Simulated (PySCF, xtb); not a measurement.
Si(H)2(F)(OH) (FH₃OSi), SMILES [SiH2](O)F.

Geometry: B3LYP-D3(BJ)/def2-TZVP. The geometry has at least one imaginary mode, so it is a saddle point at that level. The values are those of a single conformer.

Level of theory: C-PCM-PBE0/def2-SVP (PySCF 2.14.0).

The values are the electrostatic part of the solvation free energy, E(continuum) − E(gas) at the gas-phase geometry, in a cavity of scaled van der Waals radii (PySCF's table); cavitation and dispersion terms are not included. In vacuum the orbital gap is 9.84 eV. The dipole moment in vacuum is 0.75 D.

Problem. Estimate the values in water (ε = 78.36), 1-octanol (ε = 9.86), 2-propanol (ε = 19.26). (The exact figures need the calculation; the answer reports its results.)

Solution. 
```json
[
 {"solvent": "water", "ε": "78.36", "ΔG(elec) (kcal/mol)": "-4.1", "dipole (D)": "0.88", "gap (eV)": "9.90"},
 {"solvent": "1-octanol", "ε": "9.86", "ΔG(elec) (kcal/mol)": "-3.7", "dipole (D)": "0.87", "gap (eV)": "9.90"},
 {"solvent": "2-propanol", "ε": "19.26", "ΔG(elec) (kcal/mol)": "-4.0", "dipole (D)": "0.88", "gap (eV)": "9.90"}
]
```

For comparison, GFN2-xTB/ALPB(water) (xtb, at the GFN2-xTB geometry, all terms of that model) gives -3.4 kcal/mol.
